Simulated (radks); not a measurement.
Isoelectronic series with 10 electrons, each ion in its NIST ground configuration. Calculated with a radial shooting solver on a logarithmic mesh with Libxc functionals: scalar-relativistic Kohn-Sham, PBE, spin-polarised, spherical densities, point nucleus. Total energies (hartree) and orbital eigenvalues (hartree):

| ion | configuration | E (hartree) | 2p | 2s | 1s |
|---|---|---|---|---|---|
| Mg2+ | [Ne] | -199.43515 | -2.45138 | -3.67377 | -47.04687 |
| Al3+ | [Ne] | -240.72122 | -3.82696 | -5.24203 | -56.84247 |
| Si4+ | [Ne] | -286.05692 | -5.45923 | -7.06976 | -67.65752 |
| P5+ | [Ne] | -335.44600 | -7.34636 | -9.15510 | -79.49141 |
| S6+ | [Ne] | -388.89390 | -9.48739 | -11.49724 | -92.34469 |
| Cl7+ | [Ne] | -446.40731 | -11.88180 | -14.09591 | -106.2186 |
| Ar8+ | [Ne] | -507.99391 | -14.52932 | -16.95119 | -121.1148 |
| K9+ | [Ne] | -573.66226 | -17.42988 | -20.06340 | -137.0355 |
